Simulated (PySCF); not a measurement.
## Ionisation energy of Zn(2+) by level of theory

Zn(2+) [Ar] 3d10 (1S) → Zn(3+) [Ar] 3d9 (2D), as a difference of total energies. Calculation: PySCF 2.14, in aug-cc-pVDZ-PP with ECP10MDF (5s5p4d2f, 54 functions); a scalar-relativistic core potential. Correlated levels: valence: 3s2 3p6 frozen. The calculations carry no spin-orbit coupling.

```
           method  ionisation energy (eV)
              UHF                  37.027
           M06-2X                  39.802
           r2SCAN                  39.452
    MP2 (valence)                  39.936
SCS-MP2 (valence)                  39.588
```

Question: How much does correlation contribute at MP2 (valence)?

Answer: 39.936 − (37.027) = 2.909 eV, measured against UHF.

The reference lies between the lowest fine-structure levels, while these numbers refer to the centres of the terms.

Errors of the correlated levels include the incompleteness of this basis and the frozen core.

For comparison: 39.723 eV (measured; NIST Atomic Spectra Database, ionization energies).
